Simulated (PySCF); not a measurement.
## Working out the excitation energy of Ca

Ca [Ar] 4s2 (1S) → Ca [Ar] 3d2 (3F). All numbers are calculated (PySCF 2.14, the spin-free X2C one-electron Hamiltonian (Gaussian nucleus), in aug-cc-pVDZ-X2C). Frozen: [Ar]. Energies in hartree (1 hartree = 27.21139 eV):

```
            part   Ca (lower)   Ca (upper)
             UHF  -679.629220  -679.424564
CCSD correlation    -0.027933    -0.012966
             (T)     0.000000     0.000000
```

What does Hartree-Fock give?

(-679.424564) − (-679.629220) = 0.204656 hartree = 5.569 eV.

What do CCSD and CCSD(T) give?

The CCSD correlation energies differ by 0.014967 hartree = 0.407 eV and the triples by 0.000000 hartree = 0.000 eV, so CCSD gives 5.976 eV and CCSD(T) 5.976 eV.

A double-zeta basis recovers only part of the correlation energy.

The coupled-cluster amplitudes are large, so a single reference is strained.
